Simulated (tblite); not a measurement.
Species: C2H8NO2Si3 (doublet state).
SMILES with atom numbers: `[CH2:1][Si:2]([C:3]#[N:4])([O:5][SiH3:6])[O:7][SiH3:8]` (hydrogens: H9, H10 on C1; H11, H12, H13 on Si6; H14, H15, H16 on Si8)

The geometry is computed with GFN2-xTB (gas phase). This method treats the open shell by occupation alone, without spin polarisation.

Some entries are withheld. Bonds in one row agree within 0.01 Å.

```
              coordinate    value
                  C1–Si2  1.842 Å
                  Si2–C3        ?
                   C3≡N4        ?
          Si2–O5, Si2–O7  1.616 Å
          O5–Si6, O7–Si8        ?
           C1–H9, C1–H10  1.075 Å
Si6–H11 and 5 like bonds  1.462 Å
               C1–Si2–C3   111.1°
               C1–Si2–O5        ?
               C3–Si2–O5   104.8°
               O5–Si2–O7   111.8°
               Si2–C3–N4        ?
              Si2–O5–Si6        ?
```

Problem. Fill in the missing values.

Solution. 
- Si2–C3 = 1.879 Å, drawn single (ends: silicon bonded to 2 C and 2 O; carbon bonded to N and Si); 0.08 Å above the sum of covalent radii, 1.80 Å.
- C3≡N4 = 1.144 Å, drawn triple (ends: carbon bonded to N and Si; nitrogen bonded to C); 0.26 Å below the sum of covalent radii, 1.40 Å.
- O5–Si6, O7–Si8 = 1.624 Å, drawn single (ends: oxygen bonded to 2 Si; silicon bonded to O and 3 H); 0.15 Å below the sum of covalent radii, 1.77 Å.
- C1–Si2–O5 = 112.1°, at the silicon bonded to 2 C and 2 O; the outer atoms are 2.872 Å apart.
- Si2–C3–N4 = 178.0°, at the carbon bonded to N and Si; the outer atoms are 3.022 Å apart.
- Si2–O5–Si6 = 150.9°, at the oxygen bonded to 2 Si; the outer atoms are 3.137 Å apart.

Radii are Cordero's, carbon taken as 0.76, 0.73 or 0.69 Å for four, three, and two or fewer neighbours.

Its GFN2-xTB frequencies are all real (lowest 27 cm⁻¹). Torsions: H–C1–Si2–C3 -84° and 85°, C1–Si2–O5–Si6 112°, C1–Si2–O7–Si8 -127°. 3 starts were optimised and ended at 0.00, 0.05 and 0.36 kcal/mol (GFN2-xTB); the lowest of these is shown.

One conformer stands for the species.
